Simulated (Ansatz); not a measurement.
Born–Oppenheimer molecular dynamics of Cl₃F₂Zr (6 atoms, charge 0, multiplicity 2). It starts at the highest image of a converged band. Of that band: Beside the main top the profile has a ripple of under 15 meV (maxima at images 2, 4), which may be a very shallow well or noise. A vibrational analysis at the climbing image gives one clearly imaginary mode, 41i cm⁻¹: a first-order saddle point. Another band between the same ends, with other settings, climbed to 0.012 eV only, so this may not be the lowest route.

The calculation used UKS PBE-D4/def2-SVP (Ansatz).

```json
{
  "ensemble": "NVE (velocity Verlet)",
  "time step": "0.5 fs",
  "steps asked": "200",
  "starting velocities drawn for": "100 K",
  "seed": "10134"
}
```

First frame:

```xyz
6
Properties=species:S:1:pos:R:3
Zr 0.057 0.153 0.611
Cl -0.532 -1.486 2.589
Cl 2.191 0.339 -0.341
Cl -1.225 2.030 0.044
F -0.747 -1.238 -0.418
F 0.514 0.643 2.517
```

(1) How far do the bonds stretch over the last three quarters of this one trajectory? (Pairs bonded in most of those frames.)

## Answers

(1) 
```csv
bond,mean (Å),spread (Å),shortest,longest
Zr1–Cl2,2.578,0.008,2.57,2.60
Zr1–Cl3,2.349,0.006,2.34,2.36
Zr1–Cl4,2.352,0.009,2.34,2.37
Zr1–F5,1.918,0.004,1.91,1.93
Zr1–F6,2.005,0.018,1.98,2.03
```

Mean temperature of the second half: 36 K. The conserved energy stayed within 0.00067 meV per atom of its start (net change 0.00017 meV per atom), so the integration is sound. A run of 0.1 ps of so small a system gives no equilibrium averages.

The run took 9.9 min on 4 threads of Arm Neoverse V1, with other jobs on the host, peak memory 0.25 GiB.
